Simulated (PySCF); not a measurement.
Input of a response calculation (the driver script's job line, then coordinates in Å):

```
{"job": {"kind": "uv", "xc": "wB97X-D", "basis": "def2-SVPD", "ip": false}, "charge": 0, "multiplicity": 1}
C     -1.449185     0.723340     0.785451
C     -1.776304    -0.300914    -0.294625
C     -2.279252     0.398396    -1.557268
C     -2.827539    -1.292549     0.205528
P     -0.264381    -1.338917    -0.799030
C      0.375727    -1.945246     0.786556
C      1.560612    -1.378959     1.110477
C      2.001479    -0.334008     0.194862
C      3.166333     0.435048     0.282345
C      3.417899     1.410477    -0.679521
C      2.526321     1.609962    -1.737510
C      1.374595     0.829300    -1.848579
C      1.099235    -0.131912    -0.877438
H     -0.717850     1.464070     0.429872
H     -1.034468     0.244567     1.684873
H     -2.365476     1.264347     1.078767
H     -3.201198     0.960112    -1.330686
H     -1.542001     1.120259    -1.940628
H     -2.507506    -0.321677    -2.358347
H     -3.766802    -0.758478     0.427374
H     -3.049804    -2.065905    -0.546518
H     -2.505468    -1.793842     1.131088
H     -0.088742    -2.750907     1.358425
H      2.161463    -1.671386     1.976571
H      3.870426     0.271146     1.102358
H      4.322564     2.019380    -0.611326
H      2.738496     2.373270    -2.489884
H      0.702179     0.970676    -2.698602
```

Level of theory: PySCF, TDDFT wB97X-D/def2-SVPD, vertical, gas phase, core orbitals frozen in the response. Job line and output are in the format of a driver script around the code.

Give the output without the SCF cycles.

```
converged SCF energy = -807.0757413190

Static polarisability (au): isotropic 165.446, principal 117.767 163.750 214.820

Singlet excitations
state   eV       nm        f      main configurations
  1   4.4089    281.2   0.14802   H->L 0.87
  2   4.7419    261.5   0.04141   H-1->L 0.90
  3   5.1871    239.0   0.09543   H-2->L 0.33, H-1->L+1 0.31, H->L+1 0.22
  4   5.4921    225.8   0.03775   H->L+1 0.65, H-1->L+1 0.21
  5   6.1569    201.4   0.48389   H-2->L 0.50, H-1->L+1 0.29, H-3->L 0.09
  6   6.4089    193.5   0.12564   H->L+3 0.49, H->L+2 0.23
  7   6.5220    190.1   0.02651   H-3->L 0.60, H-2->L+1 0.19
  8   6.6394    186.7   0.01701   H-4->L 0.24, H-2->L+1 0.13, H-5->L 0.12
  9   6.6707    185.9   0.05886   H-2->L+1 0.33, H-4->L 0.32, H-1->L+3 0.08
 10   6.7843    182.8   0.01877   H->L+2 0.37, H->L+3 0.14, H->L+4 0.12

Triplet excitations (Tamm-Dancoff, eV): 3.2009 3.7872 4.3223 4.5163
```

Geometry: PBE0-D3(BJ)/def2-SVP; no solvent, vibrations or thermal averaging.

The species is `CC(C)(C)p1ccc2ccccc21` (1-tert-butyl-1H-phosphindole).

H and L stand for HOMO and LUMO.

Shape of the structure used: `[CH3:1][C:2]([CH3:3])([CH3:4])[p:5]1[cH:6][cH:7][c:8]2[cH:9][cH:10][cH:11][cH:12][c:13]12`: C1–C2–P5–C6 51°.

wB97X-D is run here without its empirical dispersion term; that term would change no orbital, density or response property at a fixed geometry.
